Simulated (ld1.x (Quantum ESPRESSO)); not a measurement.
## Pseudopotential generation for Zr (Z = 40): PAW, PBE, scalar-relativistic.

* Element: zirconium
* Generator: ld1.x (Quantum ESPRESSO) 7.5
* Type: PAW
* Functional: PBE
* Relativity: scalar-relativistic
* Frozen core: [Ar] 3d10
* Valence charge: 12
* Reference configuration: 4s2 4p6 4d2 5s1.5 5p0.5
* Partial waves: 4s (bound): rcut 1.75, rcutus 2.20 bohr; 5s (bound): rcut 1.75, rcutus 2.20 bohr; 4p (bound): rcut 2.00, rcutus 2.60 bohr; 5p (bound): rcut 2.00, rcutus 2.60 bohr; 4d (bound): rcut 2.15, rcutus 2.44 bohr; 4d channel at 0.05 Ry: rcut 2.15, rcutus 2.44 bohr
* Local potential: all-electron potential smoothed inside 2.55 bohr (lloc = -1)
* Core correction: Bessel-smoothed model core inside 1.75 bohr
* Augmentation charge: PSQ, inside the norm-conserving radii

(1) Is the overlap operator S = 1 + Σ q|β⟩⟨β| positive definite (Bessel basis up to 400 Ry)?

Answers

(1) No: its lowest eigenvalue is -1.681, in the s channel, so the generalised eigenproblem breaks down once the basis is large enough.

Its largest configuration-test error is -4.5 meV (4s2 4p6 4d2 5s0 5p0). Test run stopped at test 4 of 7 (negative rho).

The ghost test of this file was not conclusive. Its overlap operator is not positive definite in a basis up to 400 Ry (lowest eigenvalue s -1.68), so the file is unfit for use: the generalised eigenproblem breaks down once the basis is large enough, and its test numbers describe a broken file.
